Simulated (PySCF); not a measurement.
PySCF 2.14 output of an unrestricted PBE0 calculation on a single atom or ion in dyall-av2z, with the non-relativistic Hamiltonian (point nucleus):

```
SCF conv_tol = 1e-09
number electrons alpha = 19  beta = 19
    C. Adamo and V. Barone.,  J. Chem. Phys. 110, 6158 (1999)
    M. Ernzerhof and G. E. Scuseria.,  J. Chem. Phys. 110, 5029 (1999)
cycle= 1 E= -2939.83699500829  delta_E= -0.014  |g|= 0.0297  |ddm|= 0.326
cycle= 2 E= -2939.83721126494  delta_E= -0.000216  |g|= 0.0122  |ddm|= 0.0839
cycle= 3 E= -2939.8372505646  delta_E= -3.93e-05  |g|= 0.00106  |ddm|= 0.0281
cycle= 4 E= -2939.83725107422  delta_E= -5.1e-07  |g|= 0.000696  |ddm|= 0.00884
cycle= 5 E= -2939.83725116874  delta_E= -9.45e-08  |g|= 7.37e-05  |ddm|= 0.00251
cycle= 6 E= -2939.83725119167  delta_E= -2.29e-08  |g|= 1.46e-05  |ddm|= 0.00253
cycle= 7 E= -2939.83725119518  delta_E= -3.51e-09  |g|= 1.3e-06  |ddm|= 0.00149
cycle= 8 E= -2939.83725119519  delta_E= -1e-11  |g|= 1.52e-07  |ddm|= 9.27e-05
converged SCF energy = -2939.83725119519  <S^2> = -3.5527137e-15  2S+1 = 1
```

The run itself started from symmetry-adapted Hartree-Fock orbitals and held the occupation by maximum overlap, on a logarithmic radial grid, so the iterations belong to that start.

Problem. Which element, charge and spin multiplicity is this?

Solution. Rb⁻ (rubidium, charge -1), multiplicity 1; the state was [Kr] 5s2, closed-shell 1S.

A non-relativistic calculation at this Z misses sizeable relativistic shifts. At PBE0 the highest occupied level has a positive energy, so only the finite basis holds that electron; in a semilocal or global hybrid functional this comes from self-interaction and does not mean that the real anion is unbound.
